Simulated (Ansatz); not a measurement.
Ansatz (a program for electronic structure) input:

Ansatz 0.2 input:
```yaml
crystal:
  periodic: [false, false, false]
  atoms:
    - {symbol: Si, position_ang: [-0.34963388, 0.38407572, 0.81258501]}
    - {symbol: Br, position_ang: [0.92988250, -0.93588430, -0.28865639]}
    - {symbol: Cl, position_ang: [-1.62653020, 1.61052296, -0.07489509]}
basis:
  gaussian:
    orbitals: 6-31G*
total_charge: 1
magnetization: {spin_polarized: true, initial_magnetization: 1}
correlation: {method: ccsd_t, electrons: outside_noble_gas}
```

Problem. What final total energy does it print?

Solution. -3320.58599 Eh (CCSD(T)/6-31G*).
